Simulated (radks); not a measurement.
Problem. All-electron atom: In2+ in [Kr] 4d10 5s1. Method: Dirac Kohn-Sham, PBE, spin-unpolarised, spherical densities, finite nucleus; Fermi nuclear charge, rms radius 4.6156 fm; computed with a radial shooting solver on a logarithmic mesh with Libxc functionals. Some entries of the table are withheld. Estimate them.

orbital,occ.,eigenvalue (eV),<1/r> (bohr^-1),<r^2> (bohr^2)
1s1/2,2,-27753.38,51.86,0.001195
2s1/2,2,-4169.675,(1),0.01941
2p1/2,2,(2),11.98,0.01445
2p3/2,4,(3),11.19,0.01577
3s1/2,2,-805.9033,4.227,(4)
3p1/2,2,-692.9173,4.135,0.1339
3p3/2,4,-654.8269,3.942,0.1426
3d3/2,4,(5),3.785,0.1235
3d5/2,6,(6),3.735,0.1261
4s1/2,2,-137.6272,1.642,0.8147
4p1/2,2,-100.7394,1.523,0.9288
4p3/2,4,-94.0926,1.461,0.9922
4d3/2,4,-37.0462,1.158,1.593
4d5/2,6,-36.1731,1.141,1.635
5s1/2,1,-23.6669,0.5496,6.183

Solution. 
(1) 2s1/2 <1/r> (bohr^-1): 12.00
(2) 2p1/2 eigenvalue (eV): -3889.737
(3) 2p3/2 eigenvalue (eV): -3678.859
(4) 3s1/2 <r^2> (bohr^2): 0.1389
(5) 3d3/2 eigenvalue (eV): -454.9929
(6) 3d5/2 eigenvalue (eV): -447.1894
